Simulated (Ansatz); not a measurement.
Geometry optimisation, RKS PBE-D4/STO-3G in Ansatz 0.2.0.

The input (input.yaml):

```yaml
crystal:
  periodic: [false, false, false]
  atoms:
    - { symbol: C, position_ang: [-1.2871, 1.5517, -0.3201] }
    - { symbol: C, position_ang: [-0.356, 0.8712, 0.1557] }
    - { symbol: C, position_ang: [0.261, 0.4343, 1.3153] }
    - { symbol: C, position_ang: [0.8306, 0.0657, -0.1312] }
    - { symbol: Si, position_ang: [0.4917, -1.7053, -0.7178] }
    - { symbol: H, position_ang: [-1.4856, 1.7039, -1.4033] }
    - { symbol: H, position_ang: [-1.9932, 2.1247, 0.3285] }
    - { symbol: H, position_ang: [0.9144, 1.1823, 1.8665] }
    - { symbol: H, position_ang: [-0.2362, -0.2694, 1.9786] }
    - { symbol: H, position_ang: [1.6394, 0.5446, -0.4988] }
    - { symbol: H, position_ang: [0.2615, -1.7376, -2.1473] }
    - { symbol: H, position_ang: [-0.6594, -2.3105, -0.0065] }
    - { symbol: H, position_ang: [1.6395, -2.4904, -0.4048] }
basis:
  gaussian: { orbitals: STO-3G }
hamiltonian:
  xc: pbe
  dispersion: d4
relax:
  f_tol: 0.02
  max_steps: 40
scf:
  lower_state_search: "off"
```

Command:

```bash
$ ansatz run input.yaml --threads 1 --pin off --max-ram 2048MiB --backend cpu --events-out ev --progress --plain --runs-dir out
```

Q: Where does it end, and by what steps?

A: The run converged. Limits of this set-up: minimal basis. After 10 steps the energy has fallen by 1.021 eV; C1 moved furthest, 0.16 Å.

| step | energy less start (eV) | largest force component (eV/Å) | accepted |
| --- | --- | --- | --- |
| 0 | 0.0000 | 6.208 | yes |
| 1 | -0.9476 | 1.106 | yes |
| 2 | -0.9663 | 0.938 | yes |
| 3 | -0.9246 | 0.731 | no |
| 4 | -1.0173 | 0.106 | yes |
| 5 | -1.0195 | 0.077 | yes |
| 6 | -1.0176 | 0.168 | no |
| 7 | -1.0205 | 0.031 | yes |
| 8 | -1.0206 | 0.027 | yes |
| 9 | -1.0205 | 0.045 | no |
| 10 | -1.0207 | 0.017 | yes |

```xyz
13
Properties=species:S:1:pos:R:3
C -1.396 1.660 -0.359
C -0.400 0.927 0.141
C 0.337 0.433 1.346
C 0.766 0.014 -0.097
Si 0.511 -1.744 -0.704
H -1.573 1.736 -1.445
H -2.083 2.228 0.291
H 0.983 1.138 1.897
H -0.142 -0.324 1.992
H 1.683 0.509 -0.465
H 0.315 -1.749 -2.146
H -0.660 -2.311 -0.053
H 1.680 -2.551 -0.384
```

Whether the end is a true minimum wasn't checked by a vibrational analysis.

Run time: 18 s on 1 thread of Arm Neoverse V2 (shared host), peak memory 0.098 GiB.
